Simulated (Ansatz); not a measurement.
Consider the atomization: `C[N]1[CH2][SnH2]1` → 2 C• + 7 H• + N• + Sn•.

Program: Ansatz. Geometries: PBE0-D4/def2-TZVP. ΔE: electronic, gas phase. CCSD(T)/CBS adds triple-zeta CCSD(T) − MP2 to the extrapolated MP2 energy (def2 sets, frozen cores). This one scheme is used for every species, atoms too. DFT in def2-TZVPP. No spin–orbit coupling; open shells (•) take unrestricted orbitals. Spin–orbit coupling would lower the free atoms: a little for C; strongly for Sn. def2 core potentials past Kr. Bonds to Sn are less sure, by a few kJ/mol each and by 10 to 20 or more in all where they break to atoms, as the def2 sets lack core-valence functions.

| level | ΔE (kJ/mol) | difference from CCSD(T)/CBS |
| --- | --- | --- |
| LDA (SPW92) | 4179.7 | 542.0 |
| B2PLYP | 3593.6 | -44.1 |
| revPBE | 3563.2 | -74.5 |
| BLYP | 3616.3 | -21.4 |
| CAM-B3LYP | 3633.5 | -4.2 |
| CCSD(T)/def2-SVP | 3421.8 | -215.9 |
| SCS-MP2/def2-TZVPP | 3558.4 | -79.3 |
| CCSD(T)/def2-TZVPP | 3537.9 | -99.8 |
| HF/def2-QZVPP | 2529.0 | -1108.7 |
| MP2/def2-QZVPP | 3601.1 | -36.6 |
| CCSD(T)/CBS | 3637.7 | 0 |

Largest T1 diagnostic among the species: 0.015.

From PBE to PBE0 (25 % exact exchange), in def2-TZVPP and without D4, ΔE moves by −79.5 kJ/mol: exact exchange takes away binding that semilocal exchange gives to molecules. At CCSD(T), def2-SVP lies −215.9 kJ/mol from the extrapolated value and def2-TZVPP −99.8 kJ/mol: correlation converges slowly with the basis, and small sets miss more of it in the bonded molecule than in its fragments.

For atomizations the MP2-based limit and the directly extrapolated one differ by several kJ/mol either way, and by 10 to 25 for some Ge, Se and Sn compounds, so smaller differences from it don't rank the levels.
